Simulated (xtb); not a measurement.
C4H9O3Si, doublet, at a GFN2-xTB geometry. Base run: GFN2-xTB run with xtb.

Geometry (Å):
```xyz
17

C     -1.1638     2.3208    -0.0544
C     -0.2092     1.6104     0.4645
Si     0.1720    -0.2533    -0.2378
O      0.2308    -0.0489    -1.7520
O     -1.0334    -0.9895     0.5806
C     -2.3535    -0.9821     0.1531
O      1.4213    -0.6673     0.7137
C      2.7535    -0.5328     0.3347
H     -1.4228     3.2996     0.3336
H     -1.7338     1.9910    -0.9070
H      0.4319     1.8429     1.2926
H     -2.4245    -1.1728    -0.9192
H     -2.8893    -1.7581     0.7024
H     -2.8174    -0.0126     0.3667
H      3.3328    -1.2938     0.8606
H      3.1289     0.4559     0.6160
H      2.8747    -0.6577    -0.7416
```
Charge 0, spin multiplicity 2.
All else is at xtb's defaults.
Base energy -27.09151 Eh.

Variants of this job, named by their change:

```csv
change,ΔE vs base (mEh),dipole (D),G_solv (kcal/mol),SCF cycles
base,0.000,3.97,-,14
alpb = dmso,-17.355,4.76,-12.10,14
etemp = 10000,-59.392,2.49,-,14
acc = 0.1,0.000,3.97,-,15
gbsa = thf,-15.359,4.91,-11.32,14
etemp = 3000,-3.240,3.51,-,13
```

ALPB and GBSA are two models with their own fitted parameters for each solvent, which aren't always the measured dielectric constant.
